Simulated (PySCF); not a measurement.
## Multinuclear NMR of C$_{7}$H$_{8}$ClFSi

Numbering as in the mapped SMILES `[CH2:1]=[C:2]([CH3:3])[Si@@H:4]1[CH:5]=[C:6]([F:7])[C:8]([Cl:9])=[CH:10]1`. Each H is labelled by its parent atom. Ha(C1) is cis to C3; Hb(C1) is trans to C3.

Theoretical values (PySCF): shieldings: GIAO PBE0/pcSseg-1, GFN2-xTB geometry. One conformer, gas phase, rapidly exchanging positions averaged, no relativistic terms.

Problem. What are the 19F shifts?

Solution. 
```tsv
atoms	environment	σ (ppm)	δ (ppm)
F7	vinylic fluorine	256.3	-85.2
```

Shieldings were converted by a linear fit to measured shifts: 19F: δ = 146.13 − 0.903σ +14.6 on sp3 carbon (rms 6.0 ppm, 223 shifts, 7.0 ppm with the 5 outliers that the fit left out vs CFCl3, solution or neat liquid). A few per cent of atoms miss by over 2 rms, more outside the fitted compound classes.

On a 400 MHz spectrometer 19F resonates near 376.4 MHz, so 1 ppm is 376.4 Hz.

Problem. Where does 29Si resonate?

Solution. 
| atoms | environment | σ (ppm) | δ (ppm) |
| --- | --- | --- | --- |
| Si4 | silicon bonded to 3 C, H, in a 5-membered ring | 385.8 | -37.2 |

Shieldings were converted by a linear fit to measured shifts: 29Si (scatter 8.9 ppm rms, 25.8 ppm with the 6 outliers that the fit left out vs TMS, solution or neat liquid). A few per cent of atoms miss by over 2 rms, more outside the fitted compound classes.

On a 500 MHz spectrometer 29Si resonates near 99.3 MHz, so 1 ppm is 99.3 Hz.
